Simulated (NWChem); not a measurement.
System: CH4O3Si; SMILES O=C([SiH2]O)O

NWChem input:

```
start job
memory heap 200 mb stack 900 mb global 1100 mb
geometry units angstroms noautosym nocenter noautoz
  O      1.334491    -0.939483     0.000000
  C      0.128587    -0.841765     0.000000
  O     -0.682530    -1.898773     0.000000
  Si    -0.669653     0.912611     0.000000
  O      0.670927     1.885590     0.000000
  H     -0.121801    -2.695320     0.000000
  H     -1.506543     1.087643     1.218790
  H     -1.506543     1.087643    -1.218790
  H      1.476084     1.346215     0.000000
end
basis spherical
  * library 6-31g*
end
dft
  xc b3lyp
  iterations 150
end
property
  shielding 8 1 2 3 4 5 6 7 9
end
task dft property
```

Excerpt of the output:

```
             Northwest Computational Chemistry Package (NWChem) 7.3.0
             --------------------------------------------------------

                             Geometry "geometry" -> ""
                             -------------------------

 Output coordinates in angstroms (scale by  1.889725989 to convert to a.u.)

  No.       Tag          Charge          X              Y              Z
 ---- ---------------- ---------- -------------- -------------- --------------
    1 O                    8.0000     1.33449100    -0.93948300     0.00000000
    2 C                    6.0000     0.12858700    -0.84176500     0.00000000
    3 O                    8.0000    -0.68253000    -1.89877300     0.00000000
    4 Si                  14.0000    -0.66965300     0.91261100     0.00000000
    5 O                    8.0000     0.67092700     1.88559000     0.00000000
    6 H                    1.0000    -0.12180100    -2.69532000     0.00000000
    7 H                    1.0000    -1.50654300     1.08764300     1.21879000
    8 H                    1.0000    -1.50654300     1.08764300    -1.21879000
    9 H                    1.0000     1.47608400     1.34621500     0.00000000

 Effective nuclear repulsion energy (a.u.)     230.0559581153

                              NWChem Property Module
                              ----------------------

  itol2e modified to match energy
  convergence criterion.

                                 NWChem DFT Module
                                 -----------------

 Summary of "ao basis" -> "ao basis" (spherical)
 ------------------------------------------------------------------------------
       Tag                 Description            Shells   Functions and Types
 ---------------- ------------------------------  ------  ---------------------
 O                           6-31g*                  6       14   3s2p1d
 C                           6-31g*                  6       14   3s2p1d
 Si                          6-31g*                  8       18   4s3p1d
 H                           6-31g*                  2        2   2s

  itol2e modified to match energy
  convergence criterion.

            General Information
            -------------------
          SCF calculation type: DFT
          Wavefunction type:  closed shell.
          No. of atoms     :     9
          No. of electrons :    48
           Alpha electrons :    24
            Beta electrons :    24
          Charge           :     0
          Spin multiplicity:     1
          Use of symmetry is: off; symmetry adaption is: off
          Maximum number of iterations: 150
          AO basis - number of functions:    82
                     number of shells:    40
          Convergence on energy requested:  1.00D-07
          Convergence on density requested:  1.00D-05
          Convergence on gradient requested:  5.00D-04

              XC Information
              --------------
                         B3LYP Method XC Potential
                     Hartree-Fock (Exact) Exchange  0.200
                        Slater Exchange Functional  0.800 local
                    Becke 1988 Exchange Functional  0.720 non-local
              Lee-Yang-Parr Correlation Functional  0.810
                  VWN I RPA Correlation Functional  0.190 local

             Grid Information
             ----------------
          Grid used for XC integration:  fine
          Radial quadrature: Mura-Knowles
          Angular quadrature: Lebedev.
          Tag              B.-S. Rad. Rad. Pts. Rad. Cut. Ang. Pts.
          ---              ---------- --------- --------- ---------
          O                   0.60       70          11.0       590
          C                   0.70       70           8.0       590
          Si                  1.10      123          10.0       770
          H                   0.35       60          11.0       590
          Grid pruning is: on
          Number of quadrature shells:   643
          Spatial weights used:  Erf1

[...]

          -----------------------------------------
          Chemical Shielding Tensors (GIAO, in ppm)
          -----------------------------------------

                                NWChem CPHF Module
                                ------------------

  scftype          =     RHF
  nclosed          =       24
  nopen            =        0
  variables        =     1392
  # of vectors     =        3
  tolerance        = 0.10D-03
  level shift      = 0.00D+00
  max iterations   =       50
  max subspace     =       30

 SCF residual:    6.3735112417414230E-005

Iterative solution of linear equations
  No. of variables     1392
  No. of equations        3
  Maximum subspace       30
        Iterations       50
       Convergence  1.0D-04

   iter   nsub   residual    time
   ----  ------  --------  ---------
     1      3    6.95D-01      50.7
     2      6    8.14D-02      54.8
     3      9    2.33D-03      58.8
     4     12    1.45D-04      62.9
     5     15    6.82D-06      67.1

      Atom:    1  O
        Diamagnetic
    417.3451     -1.1700      0.0000
     -1.1700    390.0490     -0.0000
      0.0000     -0.0000    389.6776

        Paramagnetic
   -768.6807   -111.1579      0.0000
   -111.1579   -642.4558     -0.0000
      0.0000     -0.0000   -109.6526

        Total Shielding Tensor
   -351.3356   -112.3279      0.0000
   -112.3279   -252.4068     -0.0000
      0.0000     -0.0000    280.0249

           isotropic =    -107.9058
          anisotropy =    -475.0531

          Principal Components and Axis System
                 1           2           3
             -424.6079    280.0249   -179.1345

      1         0.8376      0.0000     -0.5463
      2         0.5463     -0.0000      0.8376
      3         0.0000      1.0000      0.0000

      Atom:    2  C
        Diamagnetic
    262.2396      3.0345      0.0000
      3.0345    260.3845      0.0000
      0.0000      0.0000    233.4585

        Paramagnetic
   -241.1733    -38.9607     -0.0000
    -38.9607   -320.7214     -0.0000
     -0.0000     -0.0000   -136.7797

        Total Shielding Tensor
     21.0663    -35.9262      0.0000
    -35.9262    -60.3369     -0.0000
      0.0000     -0.0000     96.6789

           isotropic =      19.1361
          anisotropy =     116.3141

          Principal Components and Axis System
                 1           2           3
               96.6789    -73.9245     34.6539

      1         0.0000      0.3538      0.9353
      2        -0.0000      0.9353     -0.3538
      3         1.0000      0.0000     -0.0000

      Atom:    3  O
        Diamagnetic
    392.5358      2.8739     -0.0000
      2.8739    410.8380      0.0000
     -0.0000      0.0000    379.0959

        Paramagnetic
   -369.4689    122.8721      0.0000
    122.8721   -231.7082      0.0000
      0.0000      0.0000   -202.1066

        Total Shielding Tensor
     23.0669    125.7459     -0.0000
    125.7459    179.1298      0.0000
     -0.0000      0.0000    176.9893

           isotropic =     126.3953
          anisotropy =     184.0390

          Principal Components and Axis System
                 1           2           3
              249.0880    176.9893    -46.8914

      1         0.4862     -0.0000      0.8739
      2         0.8739     -0.0000     -0.4862
      3         0.0000      1.0000      0.0000

      Atom:    4  Si
        Diamagnetic
    882.7710      0.4908     -0.0000
      0.4908    885.6435      0.0000
     -0.0000      0.0000    876.9555

        Paramagnetic
   -420.9546     71.7781      0.0000
     71.7781   -453.8070      0.0000
      0.0000      0.0000   -451.7622

        Total Shielding Tensor
    461.8163     72.2689      0.0000
     72.2689    431.8365      0.0000
      0.0000      0.0000    425.1934

           isotropic =     439.6154
          anisotropy =     121.5273

          Principal Components and Axis System
                 1           2           3
              520.6336    425.1934    373.0193

      1         0.7756     -0.0000     -0.6312
      2         0.6312     -0.0000      0.7756
      3         0.0000      1.0000     -0.0000

      Atom:    5  O
        Diamagnetic
    407.3074      6.6971     -0.0000
      6.6971    392.1120      0.0000
     -0.0000      0.0000    374.2784

        Paramagnetic
    -85.5811    -37.0773     -0.0000
    -37.0773    -48.5019     -0.0000
     -0.0000     -0.0000    -73.3269

        Total Shielding Tensor
    321.7263    -30.3802     -0.0000
    -30.3802    343.6102     -0.0000
     -0.0000     -0.0000    300.9515

           isotropic =     322.0960
          anisotropy =      64.2943

          Principal Components and Axis System
                 1           2           3
              364.9589    300.9515    300.3776

      1        -0.5750     -0.0000      0.8182
      2         0.8182     -0.0000      0.5750
      3         0.0000      1.0000      0.0000

      Atom:    6  H
        Diamagnetic
     26.3513     -8.2101     -0.0000
     -8.2101     40.5802      0.0000
     -0.0000      0.0000     16.6805

        Paramagnetic
     -5.9741      6.5815      0.0000
      6.5815     -8.0563     -0.0000
      0.0000     -0.0000      8.3666

        Total Shielding Tensor
     20.3772     -1.6286      0.0000
     -1.6286     32.5239     -0.0000
      0.0000     -0.0000     25.0472

           isotropic =      25.9828
          anisotropy =      10.1335

          Principal Components and Axis System
                 1           2           3
               32.7384     25.0472     20.1627

      1        -0.1306      0.0000      0.9914
      2         0.9914      0.0000      0.1306
      3        -0.0000      1.0000     -0.0000

      Atom:    7  H
        Diamagnetic
     29.5163     -1.5378     -7.3375
     -1.5378     25.7426      1.9127
     -7.3375      1.9127     32.3985

        Paramagnetic
     -1.5696      2.1880      3.5266
      2.1880     -1.0492     -1.2077
      3.5266     -1.2077     -4.3031

[...]
```

Level: B3LYP/6-31G* (spherical d), GIAO. The geometry was optimised at PBE0/def2-SVP. The output numbers the shielded atoms by their place in the input's list. The printed shielding anisotropy is the first printed principal value minus the mean of the other two.
